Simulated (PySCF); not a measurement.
**Checking a proposed structure**

A compound C7H8FNSi gives the data below (simulated from a calculation) and was assigned the structure `C#C[SiH2][C@H](C)/C(C#N)=C/F`.

$^{13}$C{$^{1}$H} NMR (computed): δ 128.1 (C), 81.2 (C), 75.1 (CH), 32.9 (CH2, 2C), 14.5 (CH), 7.8 (CH2).

$^{1}$H NMR (500 MHz, computed): δ 2.61 (m, 1H), 2.45 (m, 2H), 2.40 (m, 2H), 2.10 (m, 2H), 1.32 (t, 1H).

PySCF 2.14 calculation with PBE0/pcSseg-1 with gauge-including orbitals and GFN2-xTB structure; no relativistic terms, rapidly exchanging positions averaged, in vacuum, a single conformation.

Chemical shifts δ = σref − σ; $^{1}$H and $^{13}$C vs TMS, all at this level.

Task: Compare with the shifts computed for the proposed structure, pairing carbons in order of shift.

Result: Numbering as in the mapped SMILES `[CH:1]#[C:2][SiH2:3][C@H:4]([CH3:5])/[C:6]([C:7]#[N:8])=[CH:9]/[F:10]`. Hydrogens are named by the atom that carries them.

```
atom  computed for proposal  given list  difference
  C9                  169.1       128.1       +41.0
  C7                  117.8        81.2       +36.6
  C1                  106.9        75.1       +31.8
  C6                  106.4        32.9       +73.5
  C2                   85.6        32.9       +52.7
  C4                   24.6        14.5       +10.1
  C5                   16.8         7.8        +9.0
```

The rms difference is 42.1 ppm and the largest +73.5 ppm at C6 (fully substituted alkene carbon). The proposal also would give 7 carbon signals, not 6. The carbon types in order of shift don't match either: CH, C, CH, C, C, CH, CH3 for the proposal against C, C, CH, CH2, CH2, CH, CH2 in the data. The proposal doesn't fit.

Task: Which isomer fits?

Result: `[C@H]1(C#N)C[Si@@](CC#C)(F)C1`.

- Carbon types of the structure: 2 × C, 2 × CH, 3 × CH2, which accounts for all hydrogens.
- δC 128.1: nitrile carbon; this is the usual window of a C≡N carbon, which has no attached hydrogen.
- δC 81.2: alkyne carbon; the triple bond shields along its axis, which puts it between sp3 and sp2 carbons.
- δC 75.1: terminal alkyne carbon; sp carbons lie upfield of alkene carbons because the cylindrical π system leaves one tensor component strongly shielded.
- δC 7.8: propargylic sp3 CH2 bonded to Si; an electropositive neighbour leaves it electron-rich and shielded.

The data come from this structure; uniqueness wasn't tested.

Splittings by $^{19}$F in the carbon and heteronuclear signals aren't shown, as no couplings were computed. Shifts are as computed. Against solution values, carbons near 30 ppm lie about +3 ppm off and those near 130 ppm about +5 ppm. Of 1211 compounds with measured shifts, 218 miss one by over three times the rms of a fit or turn the order of signals round; such compounds aren't used in these exercises. Multiplicities follow the n + 1 count of equivalent neighbours, as no J values were calculated; m marks all less simple cases, F and P coupling included.
